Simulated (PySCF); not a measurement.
Stretching InS

Set-up: In cc-pVTZ-PP with ECP28, S cc-pV(T+d)Z; scalar-relativistic core potentials (PySCF 2.14). Energies in eV from In + S in their ground configurations at the same level. State: ²Σ⁺ (doublet), unpaired electrons σ ↑.

```json
{"R (Å)": "1.962", "PBE0": "-2.100"}
{"R (Å)": "2.054", "PBE0": "-2.745"}
{"R (Å)": "2.145", "PBE0": "-3.084"}
{"R (Å)": "2.213", "PBE0": "-3.199"}
{"R (Å)": "2.282", "PBE0": "-3.229"}
{"R (Å)": "2.350", "PBE0": "-3.200"}
{"R (Å)": "2.442", "PBE0": "-3.099"}
{"R (Å)": "2.556", "PBE0": "-2.915"}
{"R (Å)": "2.693", "PBE0": "-2.654"}
{"R (Å)": "2.875", "PBE0": "-2.289"}
```

Problem. Put a parabola through the three lowest points of the PBE0 curve and estimate Re, k and ωe (reduced mass 25.01 u; 1 eV/Å² = 0.16022 mdyn/Å; ωe = 1302.8·√(k/μ) cm⁻¹).

Solution. Through R = 2.213, 2.282, 2.35 Å the second-order coefficient is 6.29 eV/Å², so Re ≈ 2.282 Å, k ≈ 2.01 mdyn/Å and ωe ≈ 370 cm⁻¹. A polynomial fit of higher order to the unrounded PBE0 energies gives Re = 2.279 Å, k = 2.06 mdyn/Å, ωe = 374 cm⁻¹; anharmonicity and rounding make the difference.

The higher-order fit for each curve: PBE0: Re = 2.279 Å, ωe = 374 cm⁻¹, De = 3.23 eV.

Spin–orbit coupling is left out, which matters for elements this heavy, above all for dissociation energies. The state is the lowest determinant that a PBE0 search found; another state may lie lower at other levels.
